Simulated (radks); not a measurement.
Spherical quantum dot in the effective-mass picture: electrons in a well V = -V0 / (1 + exp((r - R)/a)) with V0 = 3.06, R = 7.72, a = 0.89, all in effective atomic units (hartree* = m*/eps^2 hartree, bohr* = eps/m* bohr), one dielectric constant everywhere. Calculated with a radial shooting solver with Libxc functionals: non-relativistic Kohn-Sham, PBE, spin-polarised, spherical densities. Levels are named by radial order and angular momentum (1s, 1p, 1d, 2s, ...), and open shells are averaged over m. Results are scaled to m* = 0.052 and eps = 12.6, for which hartree* = 8.913 meV and bohr* = 12.82 nm. Each electron was tried in the lowest free levels, single moves between levels near the top were tried too, and the lowest total energy was kept; such a search can miss a lower state. The series stops at N = 14: beyond it a trial failed or the search could not be trusted, so later rows were left out. At N = 1 the Hartree and exchange-correlation terms need not cancel, so that row can carry a self-interaction error.

N	open shells	2S	E (meV)	addition energy mu(N+1) - mu(N) (meV)	e(HOMO) (meV)	rms radius (nm)
1	1s(up 1, down 0)	1	-25.9919	2.162	-25.107	43.23
2	none	0	-49.8213	2.528	-23.006	47.40
3	1p(up 1, down 0)	1	-71.1225	1.584	-20.517	51.79
4	1p(up 2, down 0)	2	-90.8394	1.599	-18.916	54.45
5	1p(up 3, down 0)	3	-108.957	1.964	-17.322	56.44
6	1p(up 3, down 1)	2	-125.110	1.469	-15.427	58.19
7	1p(up 3, down 2)	1	-139.794	1.493	-13.938	59.63
8	none	0	-152.985	2.375	-12.445	60.88
9	1d(up 1, down 0)	1	-163.802	1.425	-10.104	62.25
10	1d(up 2, down 0)	2	-173.193	1.422	-8.6794	63.43
11	1d(up 3, down 0)	3	-181.162	1.416	-7.2599	64.49
12	1d(up 4, down 0)	4	-187.716	1.408	-5.8479	65.44
13	1d(up 5, down 0)	5	-192.861	1.728	-4.4446	66.32
14	1d(up 5, down 1)	4	-196.278	-	-2.7421	67.16

All shells are closed at N = 2, 8 (there: 1s2 1p6); the second difference of the energy has clear peaks (12 % above both neighbours; the first and last values, which can be the largest, are not judged, and half-filled shells can peak too) at N = 2, 5, 8.
